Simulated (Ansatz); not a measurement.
One elementary step

Start structure (CH7AsZn, closed shell), relaxed at PBE0-D4/def2-TZVP:

Zn1  (0.721, -1.216, 0.125)
H2  (1.776, -1.153, 1.265)
C3  (-0.514, -1.556, -1.344)
H4  (1.310, 2.512, 0.978)
As5  (0.056, 1.663, 0.917)
H6  (-0.342, -0.852, -2.163)
H7  (-1.549, -1.430, -1.015)
H8  (-0.408, -2.568, -1.742)
H9  (-0.848, 2.834, 0.573)
H10  (-0.201, 1.765, 2.407)
(Å)

The step: CH₄Zn ([CH3][ZnH]) + AsH₃ → CH₅AsZn ([CH3][Zn][AsH2]) + H₂; bonds formed: Zn1–As5, H2–H4; bonds broken: Zn1–H2, H4–As5. Computed with Ansatz 0.2.0 (basis: def2-TZVPP and def2-QZVPP); correlated methods freeze the cores. The 3s and 3p shells of Cu and Zn are frozen; filled d shells are correlated. The def2 sets are not built for correlating such inner shells, so the correlated values are less sure here. Extrapolation: Hartree–Fock as exp(−7.88 √X), correlation as X^−2.97. Energies below are by CCSD(T) at an estimated basis limit (MP2 extrapolated from triple and quadruple zeta, plus CCSD(T) − MP2 in triple zeta).

**Question.** What are the electronic barrier and the energy of the step, from the start structure to the end structure? (To be estimated.)

**Answer.** The calculation gives: Barrier 36.58 kcal/mol; step energy -11.64 kcal/mol (downhill); reverse barrier, their difference, 48.22 kcal/mol. Barrier and step energy count from the start structure, the reverse barrier from the end structure.

The saddle point: One imaginary mode of 1279i cm⁻¹.
```tsv
pair	start (Å)	saddle (Å)	end (Å)
Zn1–As5	3.06	2.60	2.39
H2–H4	3.71	1.12	0.75
Zn1–H2	1.55	1.78	3.09
H4–As5	1.52	1.70	3.66
```

Zero-point energy (harmonic, PBE0-D4): ZPE is 40.36 kcal/mol at the start and 38.77 kcal/mol at the saddle, so the barrier goes from 36.58 to 35.00 kcal/mol.

The T1 diagnostic stays at or below 0.014.

Labels in which every atom is bracketed show which atoms are joined, not bond orders.

For scale, one of the runs: CCSD(T)/def2-TZVPP, 241 basis functions, launched by `ansatz run in.yaml --threads 8 --pin off --events-out ev --progress --plain --max-ram 19148MiB`. Hardware: 8 CPU threads of an Arm Neoverse V1, shared host. Wall time 110 s; peak host memory 4.6 GiB.
